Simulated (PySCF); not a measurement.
**Electron correlation in Zn(26+) (zinc, charge +26)**

[He] 2s2, closed-shell 1S. All numbers are calculated (PySCF 2.14, no relativity, point nucleus, in an uncontracted even-tempered set (17 s from 7.6 bohr⁻², ratio 2.2; 8 p from 12 bohr⁻², ratio 2.4; 6 d from 35 bohr⁻², ratio 2.4; 5 f from 53 bohr⁻², ratio 2.4; 4 g from 79 bohr⁻², ratio 2.4)). Frozen: nothing; 4 electrons correlated; the 8 highest virtual orbitals of each spin left out.

MP2 pair energies summed by pair of shells (mhartree):

```csv
pair,energy,share (%)
2s-2s,-196.58,77.6
1s-1s,-41.35,16.3
1s-2s,-15.48,6.1
```

Total MP2 correlation energy: -253.41 mhartree.

Same-spin part -3.87 and opposite-spin part -249.53 mhartree; SCS-MP2 scales them by 1/3 and 6/5 to -300.73 mhartree.

MP2 falls well short for the outer s pair, which is nearly degenerate with np².
